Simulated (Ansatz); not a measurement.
Ansatz results at the PBE0-D4/def2-TZVP geometry: LUMO energy (PBE/def2-TZVPP) -0.72 eV; size of the dipole moment (B3LYP/def2-TZVPP) 1.31 D; LUMO energy (PBE0/def2-TZVPP) 0.10 eV.

Each molecule was computed in one conformer, which needn't be the lowest.

(1) Which molecule gave them?
A. `NC1C[SiH2][SiH2]1`
B. `N[Si]1(I)CO1`
C. `C[SiH2]C1C=N1`
D. `N=CC[SiH2][SiH3]`

Results:

(1) A. The others give `N[Si]1(I)CO1`: -1.32, 2.65, -0.43; `C[SiH2]C1C=N1`: -1.83, 1.45, -0.68; `N=CC[SiH2][SiH3]`: -1.50, 2.38, -0.47.

B3LYP here is the variant with VWN-RPA as its local correlation; programs differ in this.
